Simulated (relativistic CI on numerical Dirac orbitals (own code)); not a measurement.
## Ti²⁺ in a cubic cluster: L2,3 absorption with charge transfer

Computed with a charge-transfer multiplet model of a cubic metal-ligand cluster with up to one ligand hole, Slater and spin-orbit integrals from Dirac-Coulomb-Breit ions, Slater integrals scaled by 0.9. The parameters are those of a tetrahedral site (10Dq negative, t2 hopping the larger). The ground state mixes d2 with configurations of k ligand holes L, whose averages lie at kΔ + k(k − 1)U_dd/2; a core hole lowers each added d electron by U_cd. 300 K, Lorentzian 0.4 eV and Gaussian 0.3 eV FWHM.

Atomic integrals in eV (Slater integrals scaled, ζ unscaled), ground: F2dd 7.400, F4dd 4.602, zeta_d 0.013; with the core hole: F2dd 8.239, F4dd 5.130, zeta_d 0.022, zeta_core 3.746, F2cd 4.410, G1cd 3.131, G3cd 1.774.

Cluster parameters (eV): Δ = 6.9, U_dd = 4.6, U_cd = 5.6, 10Dq = -0.35, 10Dq(ligand) = 0, final-state hopping factor = 0.8.

```tsv
Case	n_d	d2	d3L	S
V(eg) = 0.9 eV, V(t2g) = -1.53 eV	2.17	0.83	0.17	1.00
V(eg) = 1.2 eV, V(t2g) = -2.04 eV	2.23	0.77	0.23	1.00
V(eg) = 1.5 eV, V(t2g) = -2.55 eV	2.27	0.73	0.27	1.00
```

Weights, n_d and S are thermal averages at 300 K. Photon energies count from the first peak over 30 % of the highest in each spectrum, which can be another peak from case to case. The parameters are a model scan and need not match a compound or its usual spin state. Peaks in eV (height, largest 100):
- V(eg) = 0.9 eV, V(t2g) = -1.53 eV: -2.3 (8), 0.0 (100), 1.6 (25), 3.7 (38), 4.7 (49), 6.2 (58)
- V(eg) = 1.2 eV, V(t2g) = -2.04 eV: -2.2 (8), 0.0 (100), 1.7 (24), 3.9 (38), 4.8 (50), 6.2 (58)
- V(eg) = 1.5 eV, V(t2g) = -2.55 eV: -2.2 (8), 0.0 (100), 1.7 (24), 3.9 (39), 4.8 (51), 6.1 (60)

Curve for V(eg) = 1.5 eV, V(t2g) = -2.55 eV (points under 2 left out, the grid thinned):

E (eV), Intensity and a bar:
```
     -3.1        2.1 
     -2.8        2.9 
     -2.5        5.3 #
     -2.3        7.6 ##
     -2.0        7.6 ##
     -1.7        7.4 ##
     -1.4       11.2 ###
     -1.1       15.1 ####
     -0.9       17.5 #####
     -0.6       30.4 #########
     -0.3       69.0 #####################
      0.0      100.0 ##############################
      0.3       68.0 ####################
      0.5       43.1 #############
      0.8       30.5 #########
      1.1       25.5 #######
      1.4       22.9 ######
      1.7       23.7 #######
      1.9       21.5 ######
      2.2       14.7 ####
      2.5       11.5 ###
      2.8       10.3 ###
      3.1       13.7 ####
      3.3       17.8 #####
      3.6       29.4 ########
      3.9       38.8 ###########
      4.2       31.3 #########
      4.4       33.6 ##########
      4.7       50.3 ###############
      5.0       44.3 #############
      5.3       32.9 #########
      5.6       39.6 ###########
      5.8       50.3 ###############
      6.1       60.2 ##################
      6.4       50.2 ###############
      6.7       31.6 #########
      7.0       19.5 #####
      7.2       14.0 ####
      7.5        8.7 ##
      7.8        6.2 #
      8.1        4.6 #
      8.4        3.7 
      8.6        3.4 
      8.9        2.5 
      9.2        2.1
```

For the case V(eg) = 1.5 eV, V(t2g) = -2.55 eV, Δ = 6.9 eV is larger than U_dd = 4.6 eV, the Mott-Hubbard side of the Zaanen-Sawatzky-Allen scheme. With the core hole the configuration with one ligand hole lies at Δ + U_dd − U_cd = 5.9 eV above the one without, against Δ in the ground state. The added d electron screens the hole, so the order of the configurations is kept and charge-transfer satellites are weaker than in photoemission.

With at most 1 ligand hole the space is cut while the next configuration still counts, so covalency is underestimated, and a final configuration with one more ligand hole, which can lie low, is missing from the spectra.
